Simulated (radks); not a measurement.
Values are calculated unless marked as measured or tabulated.
Polarisability of the caesium ion Cs+, [Xe], at imaginary frequency. Level of theory: non-relativistic Kohn-Sham, LB94 model potential, spin-polarised, spherical densities, point nucleus; relativity is left out, which matters for an element this heavy (a radial shooting solver on a logarithmic mesh with Libxc functionals). Response by self-consistent Sternheimer equations with the Hartree and adiabatic LDA kernel.

w (hartree)  alpha1(iw) (bohr^3)  alpha2(iw) (bohr^5)
0.00266                    16.34                94.26
0.0143                     16.33                94.23
0.0360                     16.29                94.05
0.0697                     16.16                93.48
0.118                      15.82                92.07
0.186                      15.13                89.04
0.280                      13.85                83.30
0.413                      11.82                73.65
0.605                      9.142                59.71
0.892                      6.272                42.91
1.35                       3.802                26.48
2.12                       2.057                13.62
3.59                      0.9791                5.634
6.94                      0.3624                1.738
17.5                     0.07981               0.3083

Static values: alpha1 = 16.34 bohr^3 (2.421 angstrom^3; uncoupled 27.86), alpha2 = 94.26 bohr^5, alpha3 = 1034 bohr^7. C6 = 142.0, C8 = 4386, triple-dipole C9 = 1676 atomic units. One-pole (London) frequency 4 C6 / (3 alpha1^2) = 0.709 hartree, against 0.879 for minus the highest occupied eigenvalue.
